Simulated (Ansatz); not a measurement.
Program: Ansatz. Geometries: PBE0-D4/def2-TZVP. ΔE: electronic, gas phase. CBS: MP2 limit from def2 TZ/QZ plus the TZ coupled-cluster correction, frozen cores. This one scheme is used for every species. DFT in def2-TZVPP. For Ga outer-core shells are correlated without core-valence functions, which leaves a few kJ/mol of doubt a bond. Scalar relativity is left out up to krypton. One conformer a species, not always the lowest.

Reaction (formal exchange of groups at a Ga–O bond): `CC[O][Ga]([CH3])[F]` + `C=O` → `[CH3][GaH][F]` + `CCOC=O`

`CC[O][Ga]([CH3])[F]`:

Z-matrix (Å, degrees):
```
C
C 1 1.512
H 1 1.094 2 110.6
H 1 1.093 2 110.7 3 119.4
H 1 1.092 2 110.5 3 -120.5
O 2 1.413 1 112.0 3 64.8
H 2 1.096 1 110.0 3 -176.7
H 2 1.097 1 109.6 3 -59.0
Ga 6 1.772 2 123.1 1 -77.9
C 9 1.937 6 126.2 2 177.1
F 9 1.765 6 112.3 2 -3.9
H 10 1.091 9 109.7 6 -120.2
H 10 1.089 9 110.5 6 0.5
H 10 1.091 9 109.7 6 121.2
```

`C=O`:

Cartesian coordinates in Å:
```
C -0.001 0.001 0.005
O 0.361 -0.278 -1.100
H 0.537 -0.352 0.907
H -0.897 0.629 0.188
```

`[CH3][GaH][F]`:

Z-matrix (Å, degrees):
```
C
Ga 1 1.950
H 1 1.091 2 110.1
H 1 1.093 2 109.4 3 -118.5
H 1 1.091 2 111.7 3 122.0
F 2 1.767 1 114.1 3 28.2
H 2 1.559 1 133.5 3 -152.5
```

`CCOC=O`:

Z-matrix (Å, degrees):
```
C
C 1 1.508
H 1 1.092 2 110.9
H 1 1.092 2 109.6 3 -119.5
H 1 1.091 2 110.8 3 121.2
O 2 1.438 1 111.3 3 -56.5
H 2 1.091 1 111.3 3 -178.0
H 2 1.090 1 111.5 3 59.7
C 6 1.329 2 116.4 1 -84.7
O 9 1.197 6 126.3 2 -0.4
H 9 1.100 6 109.1 2 179.9
```

CCSD(T)/CBS gives +0.21 eV.

Problem. Another level gave -0.02 eV. Which?
A. ωB97X-V/def2-TZVPP
B. PBE0/def2-TZVPP
C. SCS-MP2/def2-TZVPP
D. B2PLYP/def2-TZVPP

Solution. B. PBE0 -0.02, SCS-MP2/def2-TZVPP 0.25, ωB97X-V 0.06, B2PLYP 0.13 eV.

Largest T1 diagnostic among the species: 0.015.

The D4 term adds +0.04 eV with B3LYP and +0.02 eV with PBE0; it sums over pairs of atoms, weighted by their polarisabilities, and B3LYP, whose exchange is more repulsive, gets the larger term. In def2-TZVPP, CCSD(T) changes the Hartree–Fock value by +0.08 eV (the triples alone add −0.01 eV) and MP2 by +0.09 eV.

B3LYP here is the variant with VWN-RPA as its local correlation; programs differ in this.
